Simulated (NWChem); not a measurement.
All runs are NWChem calculations. System: C₃H₈N, charge 0, spin multiplicity 2, at a geometry optimised with UB3LYP/def2-SVP. The structure started from a generated list of species. Its SCF solution wasn't tested for a lower state. Level: G0W0@UPBE/def2-TZVP, RI basis def2-tzvp-rifit.

Part of the output:

```
             Northwest Computational Chemistry Package (NWChem) 7.3.0
             --------------------------------------------------------

                                NWChem Input Module
                                -------------------

 Scaling coordinates for geometry "geometry" by  1.889725989
 (inverse scale =  0.529177249)

                             Geometry "geometry" -> ""
                             -------------------------

 Output coordinates in angstroms (scale by  1.889725989 to convert to a.u.)

  No.       Tag          Charge          X              Y              Z
 ---- ---------------- ---------- -------------- -------------- --------------
    1 C                    6.0000     1.84436500     0.54054300     0.15674600
    2 N                    7.0000     0.47870300     0.42866100     0.37392800
    3 C                    6.0000    -0.34990600    -0.33358300    -0.54177300
    4 C                    6.0000    -1.74839900    -0.56125300     0.02111600
    5 H                    1.0000     2.35204700    -0.35243800    -0.22014200
    6 H                    1.0000     2.39375500     1.20042000     0.83269000
    7 H                    1.0000     0.03377000     1.27911900     0.71043800
    8 H                    1.0000    -0.41846200     0.15268100    -1.53896600
    9 H                    1.0000     0.14820700    -1.30419600    -0.71193600
   10 H                    1.0000    -1.70399900    -1.09274700     0.98467800
   11 H                    1.0000    -2.35989800    -1.15351000    -0.67730300
   12 H                    1.0000    -2.27270400     0.39579900     0.18650900

 Effective nuclear repulsion energy (a.u.)     125.3147787248

            Nuclear Dipole moment (a.u.)
            ----------------------------
        X                 Y               Z
 ---------------- ---------------- ----------------
    -0.0000056692    -0.0000056692    -0.0000037795


 Summary of "ao basis" -> "" (spherical)
 ------------------------------------------------------------------------------
       Tag                 Description            Shells   Functions and Types
 ---------------- ------------------------------  ------  ---------------------
 *                         def2-tzvp                  on all atoms

 new library libraries.bse/

 Summary of "ri basis" -> "" (spherical)
 ------------------------------------------------------------------------------
       Tag                 Description            Shells   Functions and Types
[...]
      <S2> =      0.7527 (Exact =     0.7500)

 center of mass
 --------------
 x =   0.05905058 y =   0.02829223 z =   0.01405211

 moments of inertia (a.u.)
 ------------------
         108.038701734617        -119.789179487520         -33.355820392890
        -119.789179487520         424.331244590984         -27.708102621685
         -33.355820392890         -27.708102621685         450.908461810342

     Multipole analysis of the density
     ---------------------------------

     L   x y z        total         alpha         beta         nuclear
     -   - - -        -----         -----         ----         -------
     0   0 0 0     -0.000000    -17.000000    -16.000000     33.000000

     1   1 0 0     -0.536534     -1.685190      1.148662     -0.000006
     1   0 1 0      0.014895     -0.517793      0.532694     -0.000006
     1   0 0 1      0.050414     -0.007321      0.057739     -0.000004

     2   2 0 0    -21.290700   -134.358473   -123.295646    236.363419
     2   1 1 0     -0.860816    -37.002196    -33.571181     69.712561
     2   1 0 1      0.552540     -9.416707     -9.450310     19.419557
     2   0 2 0    -19.172018    -34.387480    -31.936908     47.152371
     2   0 1 1      1.718932     -7.930105     -8.571102     18.220139
     2   0 0 2    -21.159970    -26.903588    -24.520782     30.264400

 Task  times  cpu:       49.4s     wall:       49.4s

                                NWChem Input Module
                                -------------------

                                 NWChem GW Module
                                 ----------------

                             ***********************
                             ***        GW       ***
                             ***********************

 Summary of "ri basis" -> "ri basis" (spherical)
 ------------------------------------------------------------------------------
       Tag                 Description            Shells   Functions and Types
 ---------------- ------------------------------  ------  ---------------------
 C                      def2-tzvp-rifit             22       76   8s6p4d3f1g
 N                      def2-tzvp-rifit             22       76   8s6p4d3f1g
 H                      def2-tzvp-rifit              7       15   4s2p1d

                 Memory Information
                 ------------------
          Available GA per process is          1699.5 MBs
          Available stack per process is        700.0 MBs
          Available heap per process is           0.9 MBs

          Peak memory in Initialization
              Peak GA per process is                 22.4 MBs
              Peak stack per process is               0.4 MBs
              Peak heap per process is               22.6 MBs
              Memory not in MA per process            0.0 MBs

          Peak memory in CDGW Calculation
              Peak GA per process is                 25.0 MBs
              Peak stack per process is               2.8 MBs
              Peak heap per process is                4.7 MBs
              Memory not in MA per process            0.0 MBs

          Computing 2-center integrals
          Computing Inverse Cholesky factor
          Computing 3-center integrals
          Computing Vxc

          Computing Sigma_x
          Computing W(iw) on the imaginary grid
          Solving quasiparticle equations

                  Alpha Orbitals
          State     Energy (eV)     Error (eV)
          -----------------------------------
@GW        14        -12.498           0.003
@GW        15        -12.252           0.005
@GW        16        -11.165           0.003
@GW        17         -5.756           0.002
@GW        18          2.705           0.002
@GW        19          3.485           0.005

                   Beta Orbitals
          State     Energy (eV)     Error (eV)
          -----------------------------------
@GW        13        -12.650           0.002
@GW        14        -12.315           0.002
@GW        15        -12.196           0.003
@GW        16         -9.518           0.002
@GW        17          1.341           0.002
@GW        18          2.754           0.002

     GW Timing Statistics
   ------------------------
   Init.   :          0.1s
     ERIs  :          1.8s
     Distr.:          0.0s
     Vxc   :          1.6s
   Vmo     :          0.0s
   iW      :          5.1s
   I_n     :          0.0s
   R_n     :          2.9s
   GW total:         11.6s

 Task  times  cpu:       11.6s     wall:       11.6s

 Total times  cpu:       61.0s     wall:       61.0s
```

Q: Write an NWChem input that would produce this output.

A: One answer among several that fit: 
```
start mol
memory heap 200 mb stack 700 mb global 1700 mb
geometry units angstroms nocenter noautoz noautosym
  C      1.844365     0.540543     0.156746
  N      0.478703     0.428661     0.373928
  C     -0.349906    -0.333583    -0.541773
  C     -1.748399    -0.561253     0.021116
  H      2.352047    -0.352438    -0.220142
  H      2.393755     1.200420     0.832690
  H      0.033770     1.279119     0.710438
  H     -0.418462     0.152681    -1.538966
  H      0.148207    -1.304196    -0.711936
  H     -1.703999    -1.092747     0.984678
  H     -2.359898    -1.153510    -0.677303
  H     -2.272704     0.395799     0.186509
end
basis spherical
  * library def2-tzvp
end
basis "ri basis" bse spherical
  * library def2-tzvp-rifit
end
dft
  xc xpbe96 cpbe96
  odft
  mult 2
  iterations 100
  direct
  tolerances tight
end
task dft energy
gw
  method cdgw
  states alpha occ 4 vir 2
  states beta occ 4 vir 2
end
task dft gw
```
